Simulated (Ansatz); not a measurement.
Born–Oppenheimer molecular dynamics of H$_{12}$Si$_{5}$ (17 atoms, charge 0, multiplicity 1). It starts from a relaxed structure.

The calculation used RKS PBE-D4/STO-3G in Ansatz.

```yaml
ensemble: NVT, Nosé–Hoover chain
time_step: 3 fs
steps_asked: 40
set_temperature: 300 K
thermostat: time constant 100 fs, chain length 3 (defaults)
seed: 187107
```

First frame:

```xyz
17
Properties=species:S:1:pos:R:3
Si -0.001 -0.001 -0.003
Si -0.002 -0.025 2.255
H -1.321 -0.342 2.784
H 0.928 -1.015 2.778
H 0.388 1.269 2.796
Si 2.134 0.023 -0.743
H 2.687 -1.322 -0.801
H 2.228 0.593 -2.079
H 2.994 0.811 0.128
Si -1.075 1.850 -0.732
H -2.494 1.597 -0.936
H -0.960 2.947 0.219
H -0.529 2.313 -1.999
Si -1.054 -1.847 -0.778
H -1.794 -2.520 0.280
H -2.006 -1.519 -1.830
H -0.113 -2.811 -1.329
```

Q: How far do the bonds stretch over the last three quarters of this one trajectory? (Pairs bonded in most of those frames.)

A: 
```json
{"bond": "Si1–Si2", "mean (Å)": "2.263", "spread (Å)": "0.022", "shortest": "2.22", "longest": "2.30"}
{"bond": "Si1–Si6", "mean (Å)": "2.258", "spread (Å)": "0.027", "shortest": "2.21", "longest": "2.31"}
{"bond": "Si1–Si10", "mean (Å)": "2.264", "spread (Å)": "0.022", "shortest": "2.24", "longest": "2.30"}
{"bond": "Si1–Si14", "mean (Å)": "2.274", "spread (Å)": "0.031", "shortest": "2.22", "longest": "2.32"}
{"bond": "Si2–H3", "mean (Å)": "1.457", "spread (Å)": "0.027", "shortest": "1.42", "longest": "1.49"}
{"bond": "Si2–H4", "mean (Å)": "1.460", "spread (Å)": "0.021", "shortest": "1.43", "longest": "1.49"}
{"bond": "Si2–H5", "mean (Å)": "1.458", "spread (Å)": "0.011", "shortest": "1.44", "longest": "1.47"}
{"bond": "Si6–H7", "mean (Å)": "1.459", "spread (Å)": "0.036", "shortest": "1.41", "longest": "1.51"}
{"bond": "Si6–H8", "mean (Å)": "1.460", "spread (Å)": "0.058", "shortest": "1.39", "longest": "1.53"}
{"bond": "Si6–H9", "mean (Å)": "1.461", "spread (Å)": "0.034", "shortest": "1.40", "longest": "1.52"}
{"bond": "Si10–H11", "mean (Å)": "1.466", "spread (Å)": "0.052", "shortest": "1.39", "longest": "1.53"}
{"bond": "Si10–H12", "mean (Å)": "1.458", "spread (Å)": "0.037", "shortest": "1.40", "longest": "1.52"}
{"bond": "Si10–H13", "mean (Å)": "1.458", "spread (Å)": "0.025", "shortest": "1.43", "longest": "1.49"}
{"bond": "Si14–H15", "mean (Å)": "1.457", "spread (Å)": "0.009", "shortest": "1.44", "longest": "1.47"}
{"bond": "Si14–H16", "mean (Å)": "1.457", "spread (Å)": "0.011", "shortest": "1.44", "longest": "1.47"}
{"bond": "Si14–H17", "mean (Å)": "1.460", "spread (Å)": "0.022", "shortest": "1.43", "longest": "1.49"}
```

Mean temperature of the second half: 196 K. The conserved energy wandered by up to 8.1 meV per atom (net 6.7 meV per atom), which is poor conservation. The mean temperature of the second half is 35 % below the set value. A step of 3 fs is long for free X–H stretches (periods near 10 fs) and can bias their spread and the temperature. A run of 0.12 ps of so small a system gives no equilibrium averages. Limits of this set-up: minimal basis.

Run time: 93 s on 1 thread of Intel(R) Xeon(R) 6975P-C (Granite Rapids), on a shared host, peak memory 0.13 GiB.
